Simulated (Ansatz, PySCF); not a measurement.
This PySCF input computes a PBE/def2-TZVPD energy:

```python
from pyscf import gto, scf, dft

mol = gto.M(
    atom='''
    In    0.00000000    0.00000000    0.00000000
    F     0.00000000    0.00000000    1.85519857
    F    -0.00000000   -0.00000000   -1.85519857
    ''',
    basis='def2-tzvpd',
    ecp='def2-tzvp',
    charge=1,
    spin=0,
    verbose=4,
)

mf = dft.RKS(mol, xc='pbe').density_fit(auxbasis='def2-universal-jkfit')
mf.grids.level = 3
mf.conv_tol = 1e-9
mf.max_cycle = 100
mf.max_memory = 1500
mf.kernel()
if not mf.converged:
    mf = mf.newton()
    mf.kernel(mf.make_rdm1())
mf.analyze()
```

### Question
Write an input for the same energy in Ansatz (an electronic-structure program) and say what it gives.

### Answer

Ansatz 0.2 input:
```yaml
crystal:
  periodic: [false, false, false]
  atoms:
    - {symbol: In, position_ang: [0.00000000, 0.00000000, 0.00000000]}
    - {symbol: F, position_ang: [0.00000000, 0.00000000, 1.85519857]}
    - {symbol: F, position_ang: [-0.00000000, -0.00000000, -1.85519857]}
basis:
  gaussian:
    orbitals: def2-TZVPD
hamiltonian:
  xc: {name: PBE}
total_charge: 1
output: {forces: true}
```
It gives -389.44269 Eh, and PySCF -389.44276 Eh, a difference of 0.07 mEh, from the treatment of integrals and grids.
